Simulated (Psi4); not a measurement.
AlI₃, singlet (typed; the unrestricted solution is spin-contaminated), at a GFN2-xTB geometry (such geometries of metal compounds can be far from the true shape) (core potentials on I), with bond 3-1 at 2.2 times its length; HF/def2-SVP (Psi4).

Psi4 was given this input:
```
memory 2 GB

molecule {
0 1
  Al   -0.00000000   -0.00000000   -0.00000000
  I    -2.05711704   -1.44131268   -0.05276184
  I     0.01450709    4.89074879   -2.57486803
  I     2.05052292   -0.78175495    1.22315640
}

set basis def2-svp
set reference uhf
set stability_analysis follow
set scf_type pk

energy('scf')
print_variables()
```

**Question.** Predict the main parts of the log of this Psi4 run.

**Answer.** 
```
   => Loading Basis Set <=

    Name: DEF2-SVP
    Role: ORBITAL
    Keyword: BASIS

    !!!  WARNING: ECP capability is in beta. Please check occupations closely.  !!!

         ---------------------------------------------------------
                                   SCF
               by Justin Turney, Rob Parrish, Andy Simmonett
                          and Daniel G. A. Smith
                              UHF Reference
         ---------------------------------------------------------

  ==> Geometry <==

    Molecular point group: cs
    Full point group: Cs

    Geometry (in Angstrom), charge = 0, multiplicity = 1:

       Center              X                  Y                   Z               Mass
    ------------   -----------------  -----------------  -----------------  -----------------
         AL          -0.938428297337     0.002609321440     0.000000000000    26.981538530000
         I           -2.188548137587     2.181851610531     0.000000000000   126.904471900000
         I            4.588717744586    -0.012759013664     0.000000000000   126.904471900000
         I           -2.200647565867    -2.169647372486     0.000000000000   126.904471900000

  Running in cs symmetry.

  Rotational constants: A =      0.01403  B =      0.00430  C =      0.00329 [cm^-1]
  Rotational constants: A =    420.61924  B =    128.97771  C =     98.70962 [MHz]
  Nuclear repulsion =  336.884942108877112

  Charge       = 0
  Multiplicity = 1
  Electrons    = 88
  Nalpha       = 44
  Nbeta        = 44

  ==> Algorithm <==

  SCF Algorithm Type is PK.
  DIIS enabled.
  MOM disabled.
  Fractional occupation disabled.
  Guess Type is SAD.
  Energy threshold   = 1.00e-06
  Density threshold  = 1.00e-06
  Integral threshold = 1.00e-12

  ==> Primary Basis <==

  Basis Set: DEF2-SVP
    Blend: DEF2-SVP
    Number of shells: 38
    Number of basis functions: 96
    Number of Cartesian functions: 103
    Spherical Harmonics?: true
    Max angular momentum: 2

  Core potential: DEF2-SVP
    Number of shells: 12
    Number of ECP primitives: 87
    Number of ECP core electrons: 84
    Max angular momentum: 3

  ==> Integral Setup <==

  Using in-core PK algorithm.
   Calculation information:
      Number of atoms:                   4
      Number of AO shells:              38
      Number of primitives:             87
      Number of atomic orbitals:       103
      Number of basis functions:        96

      Integral cutoff                 1.00e-12
      Number of threads:                 1

  Performing in-core PK
  Using 21682992 doubles for integral storage.
  We computed 148734 shell quartets total.
  Whereas there are 274911 unique shell quartets.

  ==> DiskJK: Disk-Based J/K Matrices <==

    J tasked:                  Yes
    K tasked:                  Yes
    wK tasked:                  No
    Schwarz Cutoff:          1E-12

  Minimum eigenvalue in the overlap matrix is 1.9649060889E-02.
  Reciprocal condition number of the overlap matrix is 5.5619058790E-03.
    Using symmetric orthogonalization.

  ==> Pre-Iterations <==

  SCF Guess: Superposition of Atomic Densities via on-the-fly atomic UHF (no occupation information).

   -------------------------
    Irrep   Nso     Nmo
   -------------------------
     A'        67      67
     A"        29      29
   -------------------------
    Total      96      96
   -------------------------

  ==> Iterations <==

                        Total Energy        Delta E     RMS |[F,P]|

   @UHF iter SAD: -1121.05058674478460   -1.12105e+03   0.00000e+00
   @UHF iter   1: -1131.48902603250826   -1.04384e+01   9.07094e-03 ADIIS/DIIS
   @UHF iter   2: -1129.40809204201378    2.08093e+00   1.41821e-02 ADIIS/DIIS
   @UHF iter   3: -1131.71845726031006   -2.31037e+00   3.72756e-03 ADIIS/DIIS
   @UHF iter   4: -1131.76873221779260   -5.02750e-02   1.46208e-03 ADIIS/DIIS
   @UHF iter   5: -1131.79014604381064   -2.14138e-02   4.06149e-04 ADIIS/DIIS
[...]
   @UHF iter   9: -1131.80556053424402   -8.26547e-05   7.53100e-05 DIIS
   @UHF iter  10: -1131.80558648601345   -2.59518e-05   7.17556e-06 DIIS
   @UHF iter  11: -1131.80558688659198   -4.00579e-07   1.91021e-06 DIIS
   @UHF iter  12: -1131.80558691307260   -2.64806e-08   2.07800e-07 DIIS
  Energy and wave function converged.

    Negative totally symmetric eigenvalue detected: -0.172195
    Wavefunction unstable!
    Lowest UHF->UHF stability eigenvalues:
      Ap -0.172195      App -0.017131

    Rotating orbitals by 0.5 * pi / 2 radians along unstable eigenvector.
    Running SCF again with the rotated orbitals.
   @UHF iter  13: -1131.76338386975317   -1.13176e+03   3.36827e-03 ADIIS/DIIS
   @UHF iter  14: -1131.88608364417200   -1.22700e-01   1.44321e-03 ADIIS/DIIS
   @UHF iter  15: -1131.89765574400190   -1.15721e-02   3.75793e-04 ADIIS/DIIS
   @UHF iter  16: -1131.89900638138215   -1.35064e-03   1.17942e-04 ADIIS/DIIS
   @UHF iter  17: -1131.89911986762149   -1.13486e-04   4.66153e-05 DIIS
   @UHF iter  18: -1131.89914306066817   -2.31930e-05   2.01003e-05 DIIS
   @UHF iter  19: -1131.89914988435407   -6.82369e-06   7.05807e-06 DIIS
   @UHF iter  20: -1131.89915090597492   -1.02162e-06   2.67323e-06 DIIS
   @UHF iter  21: -1131.89915104291867   -1.36944e-07   1.06540e-06 DIIS
   @UHF iter  22: -1131.89915106418766   -2.12690e-08   3.25588e-07 DIIS
    Negative totally symmetric eigenvalue detected: -0.000432
    Wavefunction unstable!
    Lowest UHF->UHF stability eigenvalues:
      Ap -0.000432      App -0.000306

    Rotating orbitals by 0.5 * pi / 2 radians along unstable eigenvector.
    There's still a negative eigenvalue. Try modifying FOLLOW_STEP_SCALE
    or increasing MAX_ATTEMPTS (not available for PK integrals).

  ==> Post-Iterations <==

   @Spin Contamination Metric:   1.055225433E+00
   @S^2 Expected:                0.000000000E+00
   @S^2 Observed:                1.055225433E+00
   @S   Expected:                0.000000000E+00
   @S   Observed:                0.000000000E+00

    Orbital Energies [Eh]
    ---------------------

    Alpha Occupied:

[...]
    Alpha Virtual:

[...]
      67Ap    56.602558

    Beta Occupied:

[...]
    Beta Virtual:

[...]
      67Ap    56.602104

    Final Occupation by Irrep:
             Ap   App
    DOCC [    31,   13 ]
    SOCC [     0,    0 ]
    NA   [    31,   13 ]
    NB   [    31,   13 ]

  @UHF Final Energy: -1131.89915106418766

   => Energetics <=

    Nuclear Repulsion Energy =            336.8849421088771123
    One-Electron Energy =               -2562.2201413674324613
    Two-Electron Energy =                1093.4360481943676859
    Total Energy =                      -1131.8991510641876630

  UHF NO Occupations:
  HONO-2 :   29 Ap 1.9973738
  HONO-1 :   30 Ap 1.9972026
  HONO-0 :   31 Ap 1.0504620
  LUNO+0 :   32 Ap 0.9495380
  LUNO+1 :   33 Ap 0.0027974
  LUNO+2 :   34 Ap 0.0026262
  LUNO+3 :   35 Ap 0.0008391

Computation Completed

Properties will be evaluated at   0.000000,   0.000000,   0.000000 [a0]

Properties computed using the SCF density matrix

 Multipole Moments:

 ------------------------------------------------------------------------------------
     Multipole            Electronic (a.u.)      Nuclear  (a.u.)        Total (a.u.)
 ------------------------------------------------------------------------------------

 L = 1.  Multiply by 2.5417464519 to convert [e a0] to [Debye]
 Dipole X            :         14.3050636          -13.6277918            0.6772718
 Dipole Y            :         -0.0397499            0.0378924           -0.0018575
 Dipole Z            :          0.0000000            0.0000000            0.0000000
 Magnitude           :                                                    0.6772744

 ------------------------------------------------------------------------------------

  Variable Map:
  ----------------------------------------------------------------------------
[...]
[...]
```

The run did not converge; its last values are not results.
